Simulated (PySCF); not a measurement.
C8H7N.
SMILES with atom numbers: `[CH2:1]=[C:2]=[CH:3][c:4]1[cH:5][cH:6][cH:7][cH:8][n:9]1` (hydrogens: H10, H11 on C1; H12 on C3; H13 on C5; H14 on C6; H15 on C7; H16 on C8)

Computed geometry: GFN2-xTB, gas phase.

Problem. List the bond lengths, angles and torsions at this level.

Solution. 
```tsv
bond	length (Å)
C1=C2	1.292
C2=C3	1.304
C3–C4	1.458
C4–C5	1.399
C5–C6	1.381
C6–C7	1.388
C7–C8	1.387
C8–N9	1.319
C4–N9	1.332
C1–H10, C1–H11	1.079
C3–H12	1.082
C5–H13	1.080
C6–H14	1.081
C7–H15	1.079
C8–H16	1.083
```

Bonds in one row agree within 0.01 Å and their mean is given. A selection of angles:
```tsv
angle	degrees
C1–C2–C3	179.8
C2–C3–C4	124.9
C3–C4–C5	122.3
C3–C4–N9	115.7
C5–C4–N9	122.1
C4–C5–C6	118.7
C5–C6–C7	119.0
C6–C7–C8	118.0
C7–C8–N9	123.6
C4–N9–C8	118.7
```

Dihedral angles: C2–C3–C4–C5 0° (synperiplanar).

The C–C distances run from 1.292 Å (C1=C2, drawn double) to 1.458 Å (C3–C4, drawn single), a spread of 0.166 Å. Of the pairs four or more bonds apart, C2···H13 is among the closest relative to their van der Waals radii: 2.67 Å, 92 % of the sum of Bondi's values. The 6-membered ring C4–C5–C6–C7–C8–N9 has internal angles of 118.0° to 123.6° (sum 720°, against 720° for a flat polygon); it is planar, 0.00 Å rms from its mean plane, widest ring torsion 0°. The 9 heavy atoms lie in one plane (0.001 Å rms).

Point group: Cs (tolerance 0.08 Å). Not checked by GFN2-xTB frequencies. One conformer, not necessarily the lowest.
